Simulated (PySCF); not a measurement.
difluoro(fluorosilyl)silane (F₃H₃Si₂), SMILES F[SiH2][SiH](F)F. Coordinates come from a ωB97X-D3(BJ)/def2-SVP optimisation. Other conformers were not sampled.

Computed equilibrium geometry at ωB97X-D3(BJ)/def2-SVP (PySCF confirms it by a frequency run) as a Z-matrix (one conformer of several):
```
Si
F 1 1.6210
F 1 1.6234 2 107.34
H 1 1.4820 2 108.09 3 -116.60
Si 1 2.3306 4 116.81 2 123.40
F 5 1.6333 1 107.42 4 -53.64
H 5 1.4867 6 109.14 1 120.18
H 5 1.4878 7 110.16 6 -119.10
```
Charge 0, spin multiplicity 1.
